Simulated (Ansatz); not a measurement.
Consider the formal exchange of groups at a Ge–B bond: `C[B](Cl)[GeH3]` + `F[SiH3]` → `F[SiH2][GeH3]` + `CBCl`.

Program: Ansatz. Geometries: PBE0-D4/def2-TZVP. ΔE: electronic, gas phase. CBS: MP2 limit from def2 TZ/QZ plus the TZ coupled-cluster correction, frozen cores. This one scheme is used for every species. Functionals use def2-TZVPP. B3LYP here is the variant with VWN-RPA as its local correlation; programs differ in this. HSE06 is defined as in plane-wave codes. For Ge outer-core shells are correlated without core-valence functions, which leaves a few kJ/mol of doubt a bond. Scalar relativity is left out up to krypton.

```csv
level,ΔE (kJ/mol),difference from CCSD(T)/CBS
B3LYP-D4,-20.5,-4.7
r2SCANh-D4,-21.1,-5.3
HSE06-D4,-22.1,-6.3
ωB97X-V,-19.8,-4.0
B2PLYP,-19.8,-4.0
revPBE,-25.2,-9.4
B3LYP,-23.9,-8.1
CCSD(T)/def2-SVP,-14.4,1.4
HF/def2-TZVPP,-22.5,-6.7
MP2/def2-TZVPP,-12.5,3.3
SCS-MP2/def2-TZVPP,-13.4,2.4
CCSD(T)/def2-TZVPP,-14.9,0.9
HF/def2-QZVPP,-23.4,-7.6
SCS-MP2/def2-QZVPP,-14.3,1.5
HF/CBS(def2),-23.5,-7.7
CCSD/CBS(def2),-17.2,-1.4
CCSD(T)/CBS,-15.8,0
```

Largest T1 diagnostic among the species: 0.012.

Leaving LDA and LC-ωPBE aside and taking each functional with its dispersion term where it has one, the values, not all of them listed here, spread over 3.0 kJ/mol, from HSE06-D4 to PBE-QIDH. LDA lies +3.5 kJ/mol from PBE without D4. The D4 term adds +3.4 kJ/mol with B3LYP and +1.9 kJ/mol with PBE0; it sums over pairs of atoms, weighted by their polarisabilities, and B3LYP, whose exchange is more repulsive, gets the larger term. In def2-TZVPP, CCSD(T) changes the Hartree–Fock value by +7.6 kJ/mol (the triples alone add +1.4 kJ/mol) and MP2 by +10.0 kJ/mol.
